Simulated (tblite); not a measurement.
Compound: C₆H₁₀NSi (doublet state).
SMILES with atom numbers: `[C:1]#[C:2][C@@H:3]1[NH:4][SiH2:5][CH2:6][C@@H:7]1[CH3:8]` (hydrogens: H9 on C3; H10 on N4; H11, H12 on Si5; H13, H14 on C6; H15 on C7; H16, H17, H18 on C8)
Bond orders are those of one Lewis drawing.

Computed with GFN2-xTB (tblite), gas phase: L-BFGS steps from a force-field or distance-geometry start until the largest atomic force falls under 0.01 eV/Å.

The end geometry, which sets the zero of energy:
```
atom  x, y, z in Å
C1     -0.3402    2.4857   -1.6249
C2      0.0161    1.8294   -0.6907
C3      0.4320    0.9730    0.4461
N4      1.7317    0.4242    0.2101
Si5     1.7235   -1.0906   -0.6289
C6     -0.1631   -1.2354   -0.4664
C7     -0.5195   -0.2200    0.6229
C8     -1.9883    0.1796    0.6088
H9      0.4406    1.6182    1.3355
H10     2.4828    1.0943    0.2012
H11     2.4972   -2.0387    0.1758
H12     2.1978   -1.0192   -2.0106
H13    -0.5290   -2.2258   -0.2049
H14    -0.6505   -0.9458   -1.3981
H15    -0.2785   -0.6600    1.5981
H16    -2.2020    0.8905    1.4048
H17    -2.2431    0.6440   -0.3412
H18    -2.6161   -0.6972    0.7510
```

Question: These geometries come from the run, each turned onto the end geometry. Order them by energy, lowest first.
A.
```
atom  x, y, z in Å
C1     -0.2151    2.6676   -1.5336
C2      0.0645    1.9284   -0.6307
C3      0.4280    0.9805    0.4428
N4      1.7287    0.4291    0.1891
Si5     1.7246   -1.1210   -0.5780
C6     -0.1567   -1.2593   -0.4434
C7     -0.5320   -0.2106    0.6081
C8     -2.0112    0.1522    0.5928
H9      0.4548    1.5786    1.3631
H10     2.4208    1.0954   -0.1122
H11     2.4546   -2.1135    0.2148
H12     2.2173   -0.9378   -1.9394
H13    -0.5102   -2.2472   -0.1594
H14    -0.6172   -1.0078   -1.3973
H15    -0.3094   -0.6381    1.5919
H16    -2.2368    0.9014    1.3494
H17    -2.3057    0.5414   -0.3779
H18    -2.6077   -0.7333    0.8086
```
B.
```
atom  x, y, z in Å
C1     -0.3247    2.6015   -1.5413
C2     -0.0062    1.8747   -0.6468
C3      0.4300    0.9727    0.4459
N4      1.7256    0.4365    0.1626
Si5     1.7265   -1.1010   -0.6301
C6     -0.1590   -1.2485   -0.4627
C7     -0.5179   -0.2252    0.6183
C8     -1.9869    0.1706    0.5917
H9      0.4585    1.5957    1.3514
H10     2.4740    1.1082    0.1340
H11     2.4852   -2.0279    0.2177
H12     2.2064   -1.0866   -2.0130
H13    -0.5123   -2.2409   -0.1912
H14    -0.6580   -0.9749   -1.3930
H15    -0.2802   -0.6568    1.5978
H16    -2.2051    0.9194    1.3497
H17    -2.2497    0.5856   -0.3776
H18    -2.6150   -0.6970    0.7753
```
C.
```
atom  x, y, z in Å
C1     -0.2154    2.6765   -1.5409
C2      0.0625    1.9532   -0.6547
C3      0.4266    1.0004    0.4307
N4      1.7296    0.4263    0.2131
Si5     1.7265   -1.1238   -0.5725
C6     -0.1525   -1.2596   -0.4418
C7     -0.5307   -0.2093    0.6109
C8     -2.0117    0.1502    0.5961
H9      0.4606    1.5672    1.3759
H10     2.4178    1.0752   -0.1373
H11     2.4540   -2.1224    0.2178
H12     2.2130   -0.9227   -1.9360
H13    -0.5009   -2.2495   -0.1608
H14    -0.6099   -1.0101   -1.3976
H15    -0.3201   -0.6484    1.5980
H16    -2.2401    0.8998    1.3509
H17    -2.3076    0.5361   -0.3739
H18    -2.6103   -0.7330    0.8107
```
D.
```
atom  x, y, z in Å
C1     -0.2728    2.6249   -1.5349
C2     -0.0067    1.8748   -0.6436
C3      0.4269    0.9692    0.4485
N4      1.7236    0.4420    0.1537
Si5     1.7204   -1.0970   -0.6326
C6     -0.1622   -1.2500   -0.4575
C7     -0.5221   -0.2264    0.6198
C8     -1.9930    0.1642    0.5912
H9      0.4668    1.5829    1.3600
H10     2.4505    1.1351    0.0911
H11     2.4655   -2.0329    0.2078
H12     2.2306   -1.0803   -1.9986
H13    -0.5236   -2.2344   -0.1727
H14    -0.6659   -0.9808   -1.3848
H15    -0.2844   -0.6594    1.5974
H16    -2.2092    0.9187    1.3462
H17    -2.2459    0.5685   -0.3868
H18    -2.6073   -0.7130    0.7843
```
E.
```
atom  x, y, z in Å
C1     -0.2464    2.6402   -1.5328
C2      0.0058    1.8804   -0.6431
C3      0.4309    0.9744    0.4490
N4      1.7296    0.4423    0.1651
Si5     1.7223   -1.1019   -0.6248
C6     -0.1662   -1.2573   -0.4529
C7     -0.5172   -0.2213    0.6208
C8     -1.9902    0.1601    0.5899
H9      0.4692    1.5762    1.3686
H10     2.4331    1.1541    0.0431
H11     2.4617   -2.0576    0.2092
H12     2.2422   -1.0502   -1.9950
H13    -0.5449   -2.2383   -0.1656
H14    -0.6623   -0.9951   -1.3892
H15    -0.2871   -0.6550    1.6036
H16    -2.2165    0.9141    1.3398
H17    -2.2699    0.5587   -0.3824
H18    -2.6026   -0.7175    0.7853
```

Answer: B (0.006 eV), D (0.013 eV), E (0.023 eV), A (0.096 eV), C (0.168 eV).

In the order of the answer:

```
step  E above end (eV)  largest force (eV/Å)  rms force component (eV/Å)  rms distance from end (Å)  rms bond change (Å)  bond most changed (Å)
  26             0.006                  0.06                       0.023                      0.054                0.001         Si5–H11 +0.003
  19             0.013                  0.11                       0.041                      0.068                0.002         Si5–H12 -0.004
  15             0.023                  0.14                       0.051                      0.079                0.002         Si5–H12 +0.004
   7             0.096                  0.43                       0.114                      0.115                0.003          Si5–C6 -0.008
   5             0.168                  2.67                       0.490                      0.123                0.007           C1≡C2 -0.019
```

What follows is the cost of the whole relaxation. Time: 0.42 s wall. Hardware: one thread of an Arm Neoverse V2, no GPU, shared host with 96 logical CPUs at a one-minute load of 37.
